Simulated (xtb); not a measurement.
Input for xtb: GFN1-xTB on GeH6S (a complex), monomers drawn apart or pushed together.

```
$ xtb mol.xyz --gfn 1 --sp --chrg 0 --uhf 0
8

S      0.15622602    -0.37545103    -0.31384901
H      0.27778211    -1.63364362     0.13843912
H     -1.17203866    -0.37163864    -0.11926021
Ge     0.00330487     0.12817356     3.11927246
H     -0.12449608     0.27863666     4.64563963
H     -1.00365448    -0.92859936     2.63977826
H      1.42776237    -0.32306298     2.77159047
H     -0.30168767     1.47351937     2.44854501
```

The head of its log:

```
[...]
           -------------------------------------------------
          |                Calculation Setup                |
           -------------------------------------------------



molecular fragmentation (1/2 indicates fragments):
11122222
# atoms in fragment 1/2:     3     5
 fragment masses (1/2) :       34.08       76.66
CMA distance (Bohr)    :   6.536
constraining FC (au)   :  0.0500

           -------------------------------------------------
          |                 G F N 1 - x T B                 |
           -------------------------------------------------

        Reference                      10.1021/acs.jctc.7b00118
      * Hamiltonian:
        H0-scaling (s, p, d)           1.850000    2.250000    2.000000
        zeta-weighting                 0.000000
      * Dispersion:
        s8                             2.400000
        a1                             0.630000
        a2                             5.000000
        s9                             0.000000
      * Repulsion:
        kExp                           1.500000
        rExp                           1.000000
      * Coulomb:
        alpha                          2.000000
        third order                    atomic
        anisotropic                    false
      * Halogen bond correction:
        rad-scale                      1.300000
        damping                        0.440000


          ...................................................
          :                      SETUP                      :
          :.................................................:
          :  # basis functions                  32          :
          :  # atomic orbitals                  30          :
          :  # shells                           18          :
          :  # electrons                        16          :
          :  # halogen bonds                     0          :
          :  max. iterations                   250          :
          :  Hamiltonian                  GFN1-xTB          :
          :  restarted?                      false          :
          :  GBSA solvation                  false          :
          :  PC potential                    false          :
          :  electronic temp.          300.0000000     K    :
          :  accuracy                    1.0000000          :
          :  -> integral cutoff          0.2500000E+02      :
          :  -> integral neglect         0.1000000E-07      :
          :  -> SCF convergence          0.1000000E-05 Eh   :
          :  -> wf. convergence          0.2000000E-04 e    :
          :  Broyden damping             0.4000000          :
          :  net charge                          0          :
          :  unpaired electrons                  0          :
          ...................................................

 iter      E             dE          RMSdq      gap      omega  full diag
   1     -8.5232763 -0.852328E+01  0.380E+00    5.56       0.0  T
   2     -8.6081726 -0.848963E-01  0.170E+00    3.56       1.0  T
```

Task: What total energy does the run end on?

Result: -8.5903 hartree.
